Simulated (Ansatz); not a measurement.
One geometry of cyclo-(H2SiSe)2 (Si₂H₄Se₂), several levels of theory.

```yaml
crystal:
  periodic: [false, false, false]
  atoms:
    - {symbol: Si, position_ang: [1.421065, 0.035283, 0.394684]}
    - {symbol: H, position_ang: [2.136581, -1.030086, 1.154274]}
    - {symbol: H, position_ang: [2.378603, 1.140141, 0.100825]}
    - {symbol: Se, position_ang: [-0.438370, 0.783127, 1.508352]}
    - {symbol: Si, position_ang: [-1.421047, -0.035095, -0.394772]}
    - {symbol: H, position_ang: [-2.375882, -1.141825, -0.099160]}
    - {symbol: H, position_ang: [-2.139694, 1.028257, -1.154228]}
    - {symbol: Se, position_ang: [0.438734, -0.779802, -1.509964]}
basis:
  gaussian: {orbitals: def2-TZVP, initial_orbitals: start.molden}
hamiltonian: {xc: {name: wB97M-V}}
scf: {omitted_lower_state_checks: [starts]}
output: {orbitals: {seedname: orbitals}}
```

The file start.molden holds the orbitals of an earlier run on this structure, at another level or in another basis.

```sh
$ ansatz run in.yaml --threads 4 --pin off --events-out ev --progress --plain --max-ram 3916MiB
```

Shortened log:

```
Functional definition: wB97M-V
1470 factors; their error is unknown
306 factors; integrals over basis functions are off by at most 2.0e-5 eV
mean field evaluation 1: about -146513.8445 eV, gradient 1.1e1 eV
mean field evaluation 2: about -146513.9440 eV, gradient 1.4e-1 eV
mean field evaluation 4: about -146514.4571 eV, gradient 2.7e-4 eV
mean field evaluation 8: about -146514.4571 eV, gradient 2.2e-5 eV
mean field -146514.45712917 eV, -5384.3069884310 hartree, gradient 2.2e-5 eV, S^2 0.000000; 0 other end points of the search recorded, 0 dependent functions left out
reference -146514.45717991 eV, -5384.3069902957 hartree; 50, 50 occupied and 144, 144 virtual orbitals, 1470 factors
Total energy: -146514.45717991 eV, -5384.3069902957 hartree
Checks for a lower state left out: starts
```

It took 19 s on 4 threads of Arm Neoverse N1 on a shared host, peak host memory 0.85 GiB.

The first input with `hamiltonian: {xc: lda}` (abridged; 2.1 s):

```
Functional definition: SPW92
mean field -146273.24594616 eV, -5375.4426409543 hartree, gradient 2.1e-5 eV, S^2 0.000000
Total energy: -146273.24598498 eV, -5375.4426423810 hartree
Checks for a lower state left out: starts
```

Geometry: PBE0-D4/def2-SVP.
